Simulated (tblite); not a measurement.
Species: C2H4BF2N.
Atom-mapped SMILES: `[H]/[N:1]=[CH:2]/[CH2:3][B:4]([F:5])[F:6]` (hydrogens: H7 on N1; H8 on C2; H9, H10 on C3)

Computed with GFN2-xTB (tblite), gas phase: Langevin dynamics at 300 K from the optimised GFN2-xTB geometry, time step 0.5 fs, friction 0.01 fs⁻¹, 2000 steps.

The start geometry, which sets the zero of energy:
```
atom  x, y, z in Å
N1     -1.856    0.570   -0.525
C2     -1.014   -0.031    0.181
C3      0.282   -0.474   -0.420
B4      1.549    0.202    0.245
F5      1.539    0.764    1.434
F6      2.723    0.224   -0.348
H7     -2.712    0.852   -0.052
H8     -1.131   -0.268    1.247
H9      0.370   -1.557   -0.291
H10     0.258   -0.278   -1.493
```

**Question.** These frames come from the run, each turned onto the start geometry. Order them by potential energy, lowest first.
A.
```
atom  x, y, z in Å
N1     -1.770    0.685   -0.427
C2     -1.028   -0.072    0.265
C3      0.320   -0.427   -0.368
B4      1.529    0.318    0.202
F5      1.518    1.040    1.322
F6      2.622   -0.151   -0.336
H7     -2.713    0.886   -0.067
H8     -1.330   -0.540    1.193
H9      0.609   -1.500   -0.370
H10     0.251   -0.234   -1.437
```
B.
```
atom  x, y, z in Å
N1     -1.923    0.731   -0.489
C2     -1.123   -0.040    0.130
C3      0.245   -0.443   -0.472
B4      1.594    0.263    0.183
F5      1.544    0.687    1.396
F6      2.832    0.250   -0.326
H7     -2.761    0.895    0.068
H8     -1.233   -0.415    1.148
H9      0.483   -1.451   -0.109
H10     0.351   -0.473   -1.553
```
C.
```
atom  x, y, z in Å
N1     -1.812    0.770   -0.296
C2     -1.071   -0.137    0.147
C3      0.259   -0.512   -0.482
B4      1.550    0.247    0.224
F5      1.529    1.441    0.845
F6      2.752   -0.242    0.170
H7     -2.681    0.984    0.189
H8     -1.307   -0.848    1.029
H9      0.495   -1.522   -0.323
H10     0.295   -0.176   -1.525
```
D.
```
atom  x, y, z in Å
N1     -1.971    0.296   -0.498
C2     -0.971   -0.002    0.198
C3      0.281   -0.373   -0.480
B4      1.538    0.099    0.308
F5      1.518    1.193    1.023
F6      2.698   -0.424    0.214
H7     -2.734    0.536    0.134
H8     -0.961    0.016    1.279
H9      0.312   -1.434   -0.733
H10     0.299    0.097   -1.467
```

**Answer.** D (0.218 eV), C (0.283 eV), B (0.357 eV), A (0.424 eV).

In the order of the answer:

```csv
t (fs),E above start (eV),largest force (eV/Å),rms force component (eV/Å),rms distance from start (Å),rms bond change (Å),bond most changed (Å)
125,0.218,2.01,0.547,0.426,0.019,B4–F6 -0.040
925,0.283,2.78,0.767,0.440,0.038,C3–B4 +0.074
650,0.357,2.12,0.702,0.158,0.034,C3–B4 +0.076
300,0.424,1.81,0.667,0.222,0.024,C3–B4 -0.051
```

What follows is the cost of the whole dynamics run. On one thread of an Intel Xeon Platinum 8488C, on a shared host, this took 5.4 s of wall time and 0.18 GiB of memory at its peak.
